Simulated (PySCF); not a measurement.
# How methods differ on the ionisation energy of W⁵⁴⁺

W⁵⁴⁺ [Ar] 3d2 [3d3/2^2, M_J = 2] → W⁵⁵⁺ [Ar] 3d1 [3d3/2^1, M_J = 3/2], as a difference of total energies. Calculation: PySCF 2.14, in an even-tempered Gaussian basis (15 s from 15 bohr⁻², ratio 2.8; 12 p from 20 bohr⁻², ratio 2.8; 8 d from 20 bohr⁻², ratio 2.8; 3 f from 62 bohr⁻², ratio 3); the two-component X2C-1e Hamiltonian. Correlated levels: [Ne] frozen; the 72 highest virtual spinors dropped. "Screened" scales the spin-orbit matrix elements by Boettger's factors to mimic the two-electron term; Breit and QED terms are absent.

```tsv
method	ionisation energy (eV)
GHF (spin-free)	5166.3
GMP2 (spin-free)	5165.7
GHF (screened spin-orbit)	5206.9
GMP2 (screened spin-orbit)	5206.7
```

Breit and QED terms and the two-electron picture change are absent.

The spin-free rows relax to the high-spin LS determinant and lack the spin-orbit shift.

The labels give the starting determinants; with spin-orbit coupling the two ends relaxed to ⟨J²⟩ = 6.01, ⟨L²⟩ = 10.13, ⟨S²⟩ = 1.54 and ⟨J²⟩ = 3.75, ⟨L²⟩ = 6.06, ⟨S²⟩ = 0.81.

For comparison: 5209 ± 4 eV (semi-empirical (NIST evaluation); NIST Atomic Spectra Database, ionization energies).
